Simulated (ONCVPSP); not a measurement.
**PBE ONCV dataset for Ti, scalar-relativistic all-electron reference.**

| Quantity | Value |
| --- | --- |
| Element | Ti (Z = 22) |
| Generator | ONCVPSP 4.0.1 |
| Type | optimised norm-conserving Vanderbilt (ONCV) |
| Functional | PBE |
| Relativity | scalar-relativistic |
| Frozen core | [Ne] |
| Valence charge | 12 |
| Reference configuration | 3s2 3p6 3d2 4s1 4p1 |
| Partial waves | 3s+4s: rc 1.70 bohr, ncon 3, nbas 6, qcut 9.3 1/bohr, 2 projectors; 3p+4p: rc 2.05 bohr, ncon 4, nbas 8, qcut 5.6 1/bohr, 2 projectors; 3d: rc 1.35 bohr, ncon 4, nbas 8, qcut 13.5 1/bohr, local |
| Local potential | the d channel |
| Core correction | polynomial model core, fcfact 0.45 |

Results:

```json
{
  "Cutoffs needed": "55 Ha and 65 Ha (the cutoffs (Ha) at which the residual kinetic energy of the hardest occupied pseudo-wave falls to 1 and 0.1 mHa per electron)",
  "Ghost test": "no bound ghost flagged; GHOST(+) flagged for s at 269.7 eV",
  "Configuration tests": "1 of 4 tests not solved or not reliable",
  "rms error of d²Exc/dni dnj": "1.52 mHa without and 0.95 mHa with the model core"
}
```

Generation and tests took about 4.9 s on one core of a shared server CPU.
